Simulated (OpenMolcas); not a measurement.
Computed levels of 4f³ in ions with 57 electrons, in cm-1 above ⁴I°_9/2.

* Program: OpenMolcas 26.06
* Method: RASSCF
* Basis: ANO-R2
* Scalar Hamiltonian: X2C, finite nucleus
* Spin-orbit coupling: state interaction with AMFI integrals over the reference wave functions, term energies averaged over their components

Active space for each ion: 3 electrons in 12 orbitals (RAS2 4f; RAS3 5d, at most 1 electron).

```csv
Level,Pr2+,Pm4+
⁴I°_11/2,1465,2542
⁴I°_13/2,3073,5268
⁴I°_15/2,4787,8114
⁴F°_3/2,13518,17776
⁴F°_5/2,14299,19181
⁴S°_3/2,14990,20329
⁴F°_7/2,15082,20441
⁴F°_9/2,15906,21939
²K°_13/2,20388,27392
```

Question: Estimate ⁴I°_15/2, ⁴F°_3/2, ⁴F°_5/2 for Nd3+ from its neighbours Pr2+ and Pm4+.

Answer: ⁴I°_15/2 is fine structure, which grows about as the fourth power of a screened charge, so the fourth roots are averaged: ((4787^0.25 + 8114^0.25) / 2)^4 = 6287. The calculation gives 6395, so the estimate is off by -1.7 %; the measured value is 5989 (the list in Arab et al., J. Quant. Spectrosc. Radiat. Transfer 229, 145 (2019) and Gaigalas et al. (2019), from Wyart et al. (2007)).
⁴F°_3/2 is another term, which grows about linearly with the charge: (13518 + 17776) / 2 = 15647. The calculation gives 15839, so the estimate is off by -1.2 %; the measured value is 11698 (the list in Arab et al., J. Quant. Spectrosc. Radiat. Transfer 229, 145 (2019) and Gaigalas et al. (2019), from Wyart et al. (2007)).
⁴F°_5/2 is another term, which grows about linearly with the charge: (14299 + 19181) / 2 = 16740. The calculation gives 16914, so the estimate is off by -1.0 %; the measured value is 12748 (the list in Arab et al., J. Quant. Spectrosc. Radiat. Transfer 229, 145 (2019) and Gaigalas et al. (2019), from Wyart et al. (2007)).

High states are left out of the spin-orbit mixing, which shifts the levels that they would mix with. Without dynamic correlation excited terms often stand tens of per cent too high (terms of higher spin than the ground term too low), and those without a measured partner can miss by more than the paired ones. Computed and measured levels are paired by configuration, term and J; levels that our copy of the source lacks, or whose pairing is in doubt (as where it misses far off the trend of its configuration), stay unpaired and out of the deviations. Only configurations of the active space appear.

° marks odd parity.
